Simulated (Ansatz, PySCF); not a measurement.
Reaction (SMILES): ClC(Cl)C(Cl)Cl + 4 C (CH4) → CC (C2H6) + 4 CCl (CH3Cl) [chloromethane]
Each molecule is optimised on its own at B3LYP-D3(BJ)/def2-TZVP (Ansatz, a quantum-chemistry and plane-wave program), one conformer each, not searched for the lowest.

Wanted: bond separation energy (0 K, with B3LYP-D3(BJ) harmonic zero-point energies from PySCF), in kJ/mol. Cores are frozen in the correlated levels unless marked. Spin-orbit coupling is left out. No relativistic terms. CBS marks a two-point X^-3 extrapolation of the correlation energy; Hartree-Fock from the larger set. [CCSD(T)-MP2]/basis is that difference in the basis named.

RI-MP2/CBS(cc-pV(T+d)Z,cc-pV(Q+d)Z)+[CCSD(T)-MP2]/cc-pV(T+d)Z (Ansatz) gives 43.2 kJ/mol.

Task: Another calculation gave 34.0 kJ/mol. Which level was it?
A) B97M-V/def2-TZVPD (Ansatz)
B) HF/def2-TZVPD (PySCF)
C) revPBE/def2-TZVPD (Ansatz)
D) B2GP-PLYP/def2-TZVPD (Ansatz)

Result: D, B2GP-PLYP/def2-TZVPD (Ansatz). The others give -17.8 (HF), 19.9 (revPBE), 48.6 (B97M-V) kJ/mol.
